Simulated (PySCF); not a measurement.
Telling isomers of C₁₀H₁₄ apart by NMR

How the numbers were obtained: GIAO PBE0/pcSseg-1 shieldings, coordinates at the GFN2-xTB level, in PySCF 2.14 (a single conformation, one averaged value for each set of equivalent atoms, isolated molecule, no relativistic terms).

Referencing at the same level of theory: $^{1}$H (σref 31.72) and $^{13}$C (σref 186.93) vs TMS. Where no couplings were computed, multiplicities follow the n + 1 count of equivalent neighbours, and m marks all less simple cases (inequivalent or close neighbours, rings, F or P nearby). Shifts are as computed. Against solution values, carbons near 30 ppm lie about +3 ppm off and those near 130 ppm about +5 ppm. Of 1211 compounds with measured shifts, 218 miss one by over three times the rms of a fit or turn the order of signals round; such compounds aren't used in these exercises.

(1) Tabulate the signals of `C=C[C@@H]1CC[C@@H]1C=C1CC1`, `C=C(C)/C(C)=C(\C)C#CC`, `CCc1ccccc1CC` and their relative energies.

(2) What is the quickest way to tell C=C[C@@H]1CC[C@@H]1C=C1CC1 from C=C(C)/C(C)=C(\C)C#CC?

(3) What is the quickest way to tell C=C(C)/C(C)=C(\C)C#CC from CCc1ccccc1CC?

(4) What is the quickest way to tell C=C[C@@H]1CC[C@@H]1C=C1CC1 from CCc1ccccc1CC?

Answers

(1) 
```json
{"SMILES": "C=C[C@@H]1CC[C@@H]1C=C1CC1", "carbon types": "1×C 4×CH 5×CH2", "δC": "151.4, 129.6, 129.3, 119.6, 46.6, 44.4, 26.5, 24.8, 5.0, 4.3", "δH": "6.43 (d, 1H), 6.22 (m, 1H), 5.14 (m, 1H), 5.03 (m, 1H), 3.13 (m, 1H), 2.99 (m, 1H), 2.35 (m, 1H), 2.25 (m, 1H), 2.01 (m, 1H), 1.66 (m, 1H), 1.11 (m, 1H), 1.10 (m, 1H), 1.00 (m, 1H), 0.95 (m, 1H)", "E rel. (kcal/mol)": "80.8"}
{"SMILES": "C=C(C)/C(C)=C(\\C)C#CC", "carbon types": "5×C 1×CH2 4×CH3", "δC": "154.3, 152.1, 121.6, 121.3, 101.0, 87.7, 25.2, 24.3, 23.5, 6.0", "δH": "5.40 (br s, 1H), 4.88 (br s, 1H), 2.26 (s, 3H), 2.16 (s, 3H), 2.08 (s, 3H), 1.93 (s, 3H)", "E rel. (kcal/mol)": "65.8"}
{"SMILES": "CCc1ccccc1CC", "carbon types": "2×C 4×CH 2×CH2 2×CH3", "δC": "147.2, 135.1, 132.0, 31.0, 20.6", "δH": "7.44 (m, 2H), 7.42 (m, 2H), 2.70 (q, 4H), 1.20 (t, 6H)", "E rel. (kcal/mol)": "0.0"}
```

Energies are electronic energies at PBE0/pcSseg-1 on these geometries, without zero-point or thermal terms, each for the one conformer computed, which needn't be the lowest.

(2) Both give the same number of carbon signals, but DEPT or the intensities differ. The first has an alkene CH at 151.4 ppm, the second an allylic methyl carbon (CH3) at 25.2 ppm. Their most deshielded carbons lie at 151.4 and 154.3 ppm. In the proton spectra the most deshielded non-exchanging signals are 6.43 (d, 1H) and 5.40 (br s, 1H).

(3) Count the carbon signals: 10 against 5. The first has a terminal =CH2 carbon at 121.6 ppm, the second an aromatic CH at 135.1 ppm. Their most deshielded carbons lie at 154.3 and 147.2 ppm. In the proton spectra the most deshielded non-exchanging signals are 5.40 (br s, 1H) and 7.44 (m, 2H).

(4) Count the carbon signals: 10 against 5. The first has a terminal =CH2 carbon at 119.6 ppm, the second a methyl carbon (CH3) at 20.6 ppm. Their most deshielded carbons lie at 151.4 and 147.2 ppm. In the proton spectra the most deshielded non-exchanging signals are 6.43 (d, 1H) and 7.44 (m, 2H).
